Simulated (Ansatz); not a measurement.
Coupled-cluster run, `CBOC(=O)O`.

```yaml
crystal:
  periodic: [false, false, false]
  atoms:
    - {symbol: C, position_ang: [1.025833, -0.398738, 1.725307]}
    - {symbol: B, position_ang: [0.646259, -0.324535, 0.223799]}
    - {symbol: O, position_ang: [-0.561686, 0.257189, -0.105998]}
    - {symbol: C, position_ang: [-0.922888, 0.482775, -1.380889]}
    - {symbol: O, position_ang: [-0.191864, 0.591260, -2.318924]}
    - {symbol: O, position_ang: [-2.249527, 0.600897, -1.420695]}
    - {symbol: H, position_ang: [0.281965, 0.034120, 2.395293]}
    - {symbol: H, position_ang: [1.205006, -1.440349, 2.014382]}
    - {symbol: H, position_ang: [1.984721, 0.108657, 1.883648]}
    - {symbol: H, position_ang: [1.325411, -0.760248, -0.656454]}
    - {symbol: H, position_ang: [-2.477931, 0.791974, -2.338869]}
basis:
  gaussian: {orbitals: def2-TZVPP}
correlation: {method: ccsd_t}
```

```sh
$ ansatz run in.yaml --threads 4 --pin off --events-out ev --progress --plain --max-ram 10444MiB
```

The program prints (abridged):

```
Functional definition: HF
  name "HF"
  cite "Fock, Z. Phys. 61, 126 (1930) doi:10.1007/BF01340294"
  parent pbe
  exchange = exact_x
  correlation = 0
1582 factors; integrals over basis functions are off by at most 1.1e-3 eV
mean field evaluation 1: about -8923.3349 eV, gradient 5.4e1 eV
mean field evaluation 2: about -8923.6269 eV, gradient 5.4e1 eV
mean field evaluation 4: about -8929.0863 eV, gradient 4.8e0 eV
mean field evaluation 8: about -8929.1720 eV, gradient 5.4e-1 eV
mean field evaluation 16: about -8929.1736 eV, gradient 2.3e-6 eV
mean field -8929.17355029 eV, -328.1410755618 hartree, gradient 2.3e-6 eV, S^2 0.000000; 0 other end points of the search recorded, 0 dependent functions left out
6 core orbitals not correlated: weight in the atoms' cores, before any rotation towards them, 1.000 or more for the frozen orbitals, at most 0.000 for the correlated occupied ones
reference -8929.17355029 eV, -328.1410755618 hartree; 17, 17 occupied and 233, 233 virtual orbitals, 1582 factors
second order -30.43012377 eV of doubles, -0.00000000 eV of singles
cycle   1  -30.20205006 eV  change    2.3e-1 eV  update   1.2e-1
cycle   2  -30.93980497 eV  change   -7.4e-1 eV  update   3.7e-2
cycle   3  -31.11206878 eV  change   -1.7e-1 eV  update   1.9e-2
cycle   4  -31.08828549 eV  change    2.4e-2 eV  update   4.8e-3
cycle   5  -31.08643022 eV  change    1.9e-3 eV  update   2.2e-3
cycle   6  -31.08747723 eV  change   -1.0e-3 eV  update   6.8e-4
cycle   7  -31.08699548 eV  change    4.8e-4 eV  update   3.0e-4
cycle   8  -31.08693969 eV  change    5.6e-5 eV  update   9.4e-5
cycle   9  -31.08701412 eV  change   -7.4e-5 eV  update   3.9e-5
cycle  10  -31.08701869 eV  change   -4.6e-6 eV  update   1.4e-5
perturbative correction -1.24923633 eV, -0.0459085884 hartree
Total energy: -8961.50980531 eV, -329.3294110156 hartree
```

Hardware: 4 threads of an Arm Neoverse V1 on a shared host. Wall time 3.3 min, peak host memory 6.4 GiB.

Correlation energy per correlated electron: -0.951 eV. T1 diagnostic: 0.0144.
